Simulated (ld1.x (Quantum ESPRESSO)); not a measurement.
Transferability test, PAW potential for Kr (Z = 36)

ld1.x (Quantum ESPRESSO) 7.5 input, shortened:

```
&input
   title='Kr', zed=36., rel=1, dft='PBE', iswitch=3,
   config='[Ar] 3d10 4s2 4p5.5'
 /
 &inputp
   pseudotype=3, lpaw=.true., tm=.true., lloc=-1, rcloc=0.80,
   nlcc=.true., rcore=0.55,
   which_augfun='BESSEL', rmatch_augfun=0.55
 /
6
4S  1  0   2.00   0.00  0.90  1.20  0.0
4S  1  0   0.00  -1.70  0.90  1.20  0.0
4P  2  1   5.50   0.00  1.35  1.85  0.0
4P  2  1   0.00  -0.70  1.35  1.85  0.0
3D  3  2  10.00   0.00  0.65  0.90  0.0
3D  3  2   0.00  -1.35  0.65  0.90  0.0
 &test
   configts(1)='3d10 4s2 4p5.5'
 /
```

Energies are relative to the spin-unpolarised reference configuration 3d10 4s2 4p5.5; without spin polarisation the order of configurations can differ from experiment. Not all tests gave a result: test run stopped at test 6 of 7 (negative rho). The frozen-core shift is the all-electron ΔE with the core orbitals held at their reference shape minus the fully relaxed ΔE.

(1) Give the all-electron excitation energy and the error of the potential for: 3d10 4s2 4p6; 3d10 4s2 4p5; 3d10 4s2 4p4; 3d10 4s2 4p2; 3d10 4s1 4p6.

Levels in the configuration 3d10 4s1 4p6:

```csv
level,all-electron (eV),pseudo (eV)
3d,-94.829,-94.559
4s,-34.772,-34.751
4p,-20.189,-20.192
```

Note: ghost state, extra bound levels that the all-electron valence spectrum of the same l lacks: s at -271.7 eV. A true bound ghost makes a file unfit for plane-wave use.

## Answers

(1)

```csv
valence configuration,charge,ΔE all-electron (eV),error AE − PS (meV),frozen-core shift (meV)
3d10 4s2 4p6,0,-5.856,+1.5,-0.6
3d10 4s2 4p5,+1,8.433,-1.2,+0.9
3d10 4s2 4p4,+2,33.608,-1.2,+4.5
3d10 4s2 4p2,+4,120.492,+25,+26
3d10 4s1 4p6,+1,22.941,+7.3,+1.6
```

A variational frozen-core shift is positive and of second order in the change. This column holds negative values, so the frozen-core run of ld1.x carries numerical noise or an error of first order here, and the column gives no more than the rough size of the effect.
